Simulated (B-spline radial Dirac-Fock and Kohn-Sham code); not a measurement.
Satellites and hypersatellites of the K lines of Hg⁵⁷⁺

System: the Hg⁵⁷⁺ ion in the configuration [Ar] 3d5.

The run's input, task.json:

```json
{"items": [{
  "Z": 80,
  "q": 57,
  "cfg": [[1, 0, 2], [2, 0, 2], [2, 1, 6], [3, 0, 2], [3, 1, 6], [3, 2, 5]],
  "A": 202,
  "rrms": 5.4648,
  "do": ["binding", "quiet", "double"]
}]}
```

Command: `python xray_run.py task.json out`

Model: relaxed Dirac-Fock hole states (ΔSCF) with Breit and QED corrections and a finite nucleus. Program: an atomic code on a B-spline grid. Each two-hole energy is an average over J within one jj subconfiguration, not an observable level; in light atoms, where LS coupling holds, the j-resolved values are not observed lines, and for a K spectator the Kα1 hypersatellite is nearly forbidden. The model has no electron correlation.

Lines without a spectator: Kα2 (K-L2) 68972.7 eV, Kα1 (K-L3) 70920.3 eV, Kβ3 (K-M2) 80295.1 eV, Kβ1 (K-M3) 80777.1 eV. Shifts in eV with one spectator hole (a dash: not computed, or left out as unreliable):

| spectator hole | Kα2 | Kα1 | Kβ3 | Kβ1 |
| --- | --- | --- | --- | --- |
| K (1s) | +1109.7 | +1210.6 | +1450.6 | +1476.7 |
| L2 (2p1/2) | +150.2 | +206.6 | – | +387.6 |
| L3 (2p3/2) | +105.6 | +119.8 | +279.4 | – |
| M2 (3p1/2) | – | +39.4 | +77.4 | +90.7 |
| M3 (3p3/2) | +20.61 | – | +64.7 | +67.0 |
